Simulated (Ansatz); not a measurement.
A search over several starts for the lowest SCF solution of (H3Sn)2Se (Sn₂H₆Se) at the given spin, in a small basis.

```yaml
crystal:
  periodic: [false, false, false]
  atoms:
    - {symbol: Sn, position_ang: [-0.919513, 0.249979, -1.632379]}
    - {symbol: H, position_ang: [0.578278, 0.395490, -2.454436]}
    - {symbol: H, position_ang: [-2.158029, -0.253687, -2.697783]}
    - {symbol: H, position_ang: [-1.314850, 1.740277, -0.880486]}
    - {symbol: Se, position_ang: [-0.757780, -1.569927, 0.139917]}
    - {symbol: Sn, position_ang: [0.883191, -0.328444, 1.637951]}
    - {symbol: H, position_ang: [0.167889, 1.130368, 2.187382]}
    - {symbol: H, position_ang: [2.313656, 0.023423, 0.758967]}
    - {symbol: H, position_ang: [1.207168, -1.387489, 2.940836]}
basis:
  gaussian: {orbitals: def2-SVP, initial_orbitals: start.molden}
hamiltonian: {xc: pbe0, dispersion: d4}
output: {orbitals: {seedname: orbitals}}
```

The file start.molden holds the orbitals of an earlier run on this structure, at another level or in another basis.

```sh
$ ansatz run in.yaml --threads 4 --pin off --events-out ev --progress --plain --max-ram 3916MiB
```

Output, abridged:

```
Functional definition: PBE0
1297 factors; integrals over basis functions are off by at most 4.0e-4 eV
mean field evaluation 1: about -77094.7437 eV, gradient 3.1e-1 eV
mean field evaluation 2: about -77094.7984 eV, gradient 2.3e-4 eV
mean field evaluation 4: about -77094.7984 eV, gradient 8.7e-6 eV
mean field evaluation 8: about -77094.7432 eV, gradient 5.9e-1 eV
mean field evaluation 16: about -77094.7984 eV, gradient 2.9e-4 eV
mean field -77094.79843782 eV, -2833.1815858588 hartree, gradient 8.7e-6 eV, S^2 0.000000; 1 other end points of the search recorded, 0 dependent functions left out
reference -77094.79847381 eV, -2833.1815871813 hartree; 42, 42 occupied and 72, 72 virtual orbitals, 1297 factors
Total energy: -77095.00990415 eV, -2833.1893571028 hartree
```

Hardware: 4 threads of Arm Neoverse V2 on a shared host. Wall time 1.8 s.

In the def2 sets Sn takes a core potential; there is no spin–orbit coupling.
